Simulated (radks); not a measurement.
Q: The mean radii <r> (bohr) of the occupied orbitals of an atom or ion are listed with their occupations. All-electron calculation, non-relativistic Kohn-Sham, SCAN, spin-unpolarised, spherical densities, point nucleus; meta-GGA in the generalised Kohn-Sham scheme. Program: a radial shooting solver on a logarithmic mesh with Libxc functionals.

| orbital | occ. | <r> |
|---|---|---|
| 1s | 2 | 0.04500 |
| 2s | 2 | 0.1996 |
| 2p | 6 | 0.1727 |
| 3s | 2 | 0.5699 |
| 3p | 6 | 0.5734 |
| 3d | 8 | 0.5705 |

Name the element and its charge.

A: Z = 34, selenium, charge +8: Se8+ in [Ar] 3d8. The 1s radius gives Z: for a bare nucleus <r> = 1.5/Z, 0.04412 bohr for Z = 34, and screening makes it slightly larger (0.04500 here). The occupations add up to 26, and the charge is Z minus that.
